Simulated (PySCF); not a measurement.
```xyz
4
charge 0 multiplicity 1, angstrom
Pt    1.4330    0.0000    0.0000
Pt   -1.4330    0.0000    0.0000
O     0.0000    1.2766    0.0000
O     0.0000   -1.2766    0.0000
```

Method: PBE0 in PySCF with Pt def2-TZVP with ECP60, O def2-TZVP; scalar-relativistic core potentials, no spin–orbit coupling; density-fitted integrals.

This geometry of Pt₂O₂ is a stationary point at this level.

Q: What is the point group?

A: D2h.

Q: Is it a minimum?

A: No: it has 1 imaginary mode, at 85i cm⁻¹ (b3u).

Q: List the harmonic modes with their infrared intensities.

A: 
```json
{"symmetry": "b3u", "ω (cm⁻¹)": "85i", "IR (km/mol)": "–"}
{"symmetry": "ag", "ω (cm⁻¹)": "181", "IR (km/mol)": "0.0"}
{"symmetry": "b2u", "ω (cm⁻¹)": "546", "IR (km/mol)": "82.9"}
{"symmetry": "b3g", "ω (cm⁻¹)": "567", "IR (km/mol)": "0.0"}
{"symmetry": "b1u", "ω (cm⁻¹)": "651", "IR (km/mol)": "35.0"}
{"symmetry": "ag", "ω (cm⁻¹)": "665", "IR (km/mol)": "0.0"}
```

In D2h the vibrations span b3u + 2ag + b2u + b3g + b1u. The ag, b3g modes carry no infrared intensity, as symmetry demands. With a centre of inversion only u modes can be infrared active and only g modes Raman active.

Only a few start shapes were tried, so a lower isomer may exist. At this level a singlet minimum of C2v symmetry lies 2 kJ/mol below this structure. No spin–orbit coupling is included, which matters more the heavier the element.
